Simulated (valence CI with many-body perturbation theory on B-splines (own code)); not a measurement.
# E1 line list for O II

Computed by relativistic CI+MBPT: five valence electrons over a frozen Dirac-Fock core [He], radial functions for each j: 10 s, 10 p, 9 d, 7 f, 4 g, 2 h, with the one-electron correlation potential Σ1 (screened to all orders), the two-electron term Σ2, the three-electron term Σ3, Breit, model QED; selected single and double excitations, second order for the rest, scaled by the run's own slope (own B-spline code, finite nucleus).

Set against measurement, 59 paired levels are off by 105 cm⁻¹ on average, the worst by 260. These come from a selection out of the NIST Handbook of Basic Atomic Spectroscopic Data. Levels without a partner in it may be off by more. Among the levels kept, up to 910 cm⁻¹ of a level comes from second order outside the variational space, and about a tenth of that is noise between levels of different J, which matters for small intervals.

Lines 101 to 150 of 294 in falling wavelength, among levels below 241074 cm⁻¹, chosen from the strongest by gf and those to the six lowest levels. Wavelengths and rates use the calculated energies, so an error of 100 cm⁻¹ moves a line at 3839 Å by 0.38 % and its rate by three times that or more. Electric multipoles are in the length gauge, E1 and E2 with the static RPA response of the core. Weak lines are less certain than strong ones. Lines between different terms over intervals too small for the method are left out, as are lines whose strength nearly cancels. Where a level lies close to another of its J and parity, the split of strength between their lines is uncertain. The highest levels of a list are the least certain.

Letters in brackets count levels of one name in rising energy.

| λ vac (Å) | λ from measured levels | Upper | Lower | A (s⁻¹) | log gf | Branch % |
| --- | --- | --- | --- | --- | --- | --- |
| 3839 | 3845 | 2s²2p²3d ²F_5/2 | 2s²2p²3p ⁴D°_3/2 | 3.09e+06 | -1.39 | 0.1 |
| 3835 |  | 2s²2p²4s ²P_1/2 | 2s²2p²3p ²P°_3/2 [a] | 1.34e+07 | -1.23 | 1.1 |
| 3825 |  | 2s²2p²4s ²P_1/2 | 2s²2p²3p ²P°_1/2 [a] | 2.72e+07 | -0.92 | 2.3 |
| 3808 |  | 2s²2p²4s ²P_3/2 | 2s²2p²3p ²P°_3/2 [a] | 3.62e+07 | -0.50 | 3.1 |
| 3797 |  | 2s²2p²4s ²P_3/2 | 2s²2p²3p ²P°_1/2 [a] | 7.72e+06 | -1.18 | 0.7 |
| 3781 | 3778 | 2s²2p²4s ⁴P_1/2 | 2s²2p²3p ⁴S°_3/2 | 3.65e+07 | -0.81 | 8.6 |
| 3766 | 3764 | 2s²2p²4s ⁴P_3/2 | 2s²2p²3p ⁴S°_3/2 | 3.77e+07 | -0.49 | 8.9 |
| 3751 | 3751 | 2s²2p²3p ⁴S°_3/2 | 2s²2p²3s ⁴P_5/2 | 8.86e+07 | -0.13 | 41.4 |
| 3743 | 3741 | 2s²2p²4s ⁴P_5/2 | 2s²2p²3p ⁴S°_3/2 | 3.98e+07 | -0.30 | 9.3 |
| 3729 | 3728 | 2s²2p²3p ⁴S°_3/2 | 2s²2p²3s ⁴P_3/2 | 5.59e+07 | -0.33 | 26.1 |
| 3714 | 3714 | 2s²2p²3p ⁴S°_3/2 | 2s²2p²3s ⁴P_1/2 | 2.70e+07 | -0.65 | 12.6 |
| 3473 |  | 2s²2p²4s ²P_1/2 | 2s²2p²3p ²D°_3/2 [a] | 1.30e+08 | -0.33 | 10.9 |
| 3473 |  | 2s²2p²4s ²P_3/2 | 2s²2p²3p ²D°_5/2 [a] | 1.17e+08 | -0.07 | 9.9 |
| 3450 |  | 2s²2p²4s ²P_3/2 | 2s²2p²3p ²D°_3/2 [a] | 1.25e+07 | -1.05 | 1.1 |
| 3384 | 3391 | 2s²2p²3d ²P_3/2 | 2s²2p²3p ²S°_1/2 | 1.25e+08 | -0.06 | 2.7 |
| 3372 | 3378 | 2s²2p²3d ²P_1/2 | 2s²2p²3p ²S°_1/2 | 1.22e+08 | -0.38 | 2.6 |
| 3311 | 3307 | 2s²2p²4s ⁴P_1/2 | 2s²2p²3p ⁴P°_3/2 | 5.35e+07 | -0.75 | 12.6 |
| 3309 | 3306 | 2s²2p²4s ⁴P_3/2 | 2s²2p²3p ⁴P°_5/2 | 2.61e+07 | -0.77 | 6.2 |
| 3299 | 3296 | 2s²2p²4s ⁴P_3/2 | 2s²2p²3p ⁴P°_3/2 | 1.16e+07 | -1.12 | 2.7 |
| 3293 | 3291 | 2s²2p²4s ⁴P_3/2 | 2s²2p²3p ⁴P°_1/2 | 2.88e+07 | -0.73 | 6.8 |
| 3291 | 3288 | 2s²2p²4s ⁴P_5/2 | 2s²2p²3p ⁴P°_5/2 | 5.06e+07 | -0.31 | 11.9 |
| 3281 | 3279 | 2s²2p²4s ⁴P_5/2 | 2s²2p²3p ⁴P°_3/2 | 1.97e+07 | -0.72 | 4.6 |
| 3144 | 3141 | 2s²2p²4s ⁴P_1/2 | 2s²2p²3p ⁴D°_3/2 | 8.00e+07 | -0.62 | 18.8 |
| 3142 | 3139 | 2s²2p²4s ⁴P_3/2 | 2s²2p²3p ⁴D°_5/2 | 9.88e+07 | -0.23 | 23.4 |
| 3138 | 3135 | 2s²2p²4s ⁴P_1/2 | 2s²2p²3p ⁴D°_1/2 | 7.67e+07 | -0.64 | 18.1 |
| 3137 | 3136 | 2s²2p²4s ⁴P_5/2 | 2s²2p²3p ⁴D°_7/2 | 1.20e+08 | 0.03 | 28.2 |
| 3133 | 3130 | 2s²2p²4s ⁴P_3/2 | 2s²2p²3p ⁴D°_3/2 | 4.63e+07 | -0.56 | 10.9 |
| 3127 | 3125 | 2s²2p²4s ⁴P_3/2 | 2s²2p²3p ⁴D°_1/2 | 6.89e+06 | -1.39 | 1.6 |
| 3126 | 3123 | 2s²2p²4s ⁴P_5/2 | 2s²2p²3p ⁴D°_5/2 | 2.40e+07 | -0.67 | 5.6 |
| 2746 |  | 2s²2p²4s ²P_1/2 | 2s²2p²3p ²S°_1/2 | 5.92e+07 | -0.87 | 5.0 |
| 2732 |  | 2s²2p²4s ²P_3/2 | 2s²2p²3p ²S°_1/2 | 5.66e+07 | -0.60 | 4.8 |
| 2438 | 2446 | 2s²2p²3p ²D°_5/2 [b] | 2s²2p²3s ²P_3/2 | 4.53e+07 | -0.62 | 31.2 |
| 2426 | 2434 | 2s²2p²3p ²D°_3/2 [b] | 2s²2p²3s ²P_1/2 | 3.82e+07 | -0.87 | 26.3 |
| 2293 | 2301 | 2s²2p²3p ²P°_3/2 [b] | 2s²2p²3s ²P_3/2 | 3.58e+07 | -0.95 | 16.8 |
| 2287 | 2294 | 2s²2p²3p ²P°_1/2 [b] | 2s²2p²3s ²P_1/2 | 2.79e+07 | -1.36 | 13.2 |
| 1597 | 1594 | 2s²2p²3p ²F°_5/2 | 2s2p⁴ ²D_3/2 | 1.96e+07 | -1.35 | 18.6 |
| 1597 | 1593 | 2s²2p²3p ²F°_7/2 | 2s2p⁴ ²D_5/2 | 2.12e+07 | -1.19 | 20.1 |
| 1507 | 1504 | 2s²2p²3p ²P°_1/2 [b] | 2s2p⁴ ²D_3/2 | 5.24e+07 | -1.45 | 24.8 |
| 1505 | 1503 | 2s²2p²3p ²P°_3/2 [b] | 2s2p⁴ ²D_5/2 | 4.80e+07 | -1.19 | 22.5 |
| 1263 | 1260 | 2s2p⁴ ⁴P_5/2 | 2s²2p³ ²P°_3/2 | 1.98e+03 | -5.55 | 0.0 |
| 1260 | 1257 | 2s2p⁴ ⁴P_3/2 | 2s²2p³ ²P°_3/2 | 2.60e+03 | -5.61 | 0.0 |
| 1259 | 1256 | 2s2p⁴ ⁴P_1/2 | 2s²2p³ ²P°_1/2 | 1.07e+03 | -6.30 | 0.0 |
| 1152 | 1150 | 2s²2p²3p ⁴D°_3/2 | 2s2p⁴ ⁴P_5/2 | 1.11e+05 | -4.05 | 0.1 |
| 1151 | 1149 | 2s²2p²3p ⁴D°_5/2 | 2s2p⁴ ⁴P_5/2 | 1.02e+06 | -2.92 | 1.2 |
| 1149 | 1147 | 2s²2p²3p ⁴D°_7/2 | 2s2p⁴ ⁴P_5/2 | 5.09e+06 | -2.09 | 5.9 |
| 1131 | 1129 | 2s²2p²3p ⁴P°_3/2 | 2s2p⁴ ⁴P_5/2 | 2.11e+07 | -1.79 | 15.2 |
| 1130 | 1128 | 2s²2p²3p ⁴P°_5/2 | 2s2p⁴ ⁴P_5/2 | 3.16e+07 | -1.44 | 22.8 |
| 1092 | 1091 | 2s²2p²3p ²D°_3/2 [a] | 2s2p⁴ ⁴P_5/2 | 1.46e+03 | -5.98 | 0.0 |
| 1090 | 1088 | 2s²2p²3p ²D°_5/2 [a] | 2s2p⁴ ⁴P_5/2 | 1.76e+04 | -4.73 | 0.0 |
| 1085 | 1083 | 2s²2p²3p ⁴S°_3/2 | 2s2p⁴ ⁴P_5/2 | 2.04e+07 | -1.84 | 9.5 |
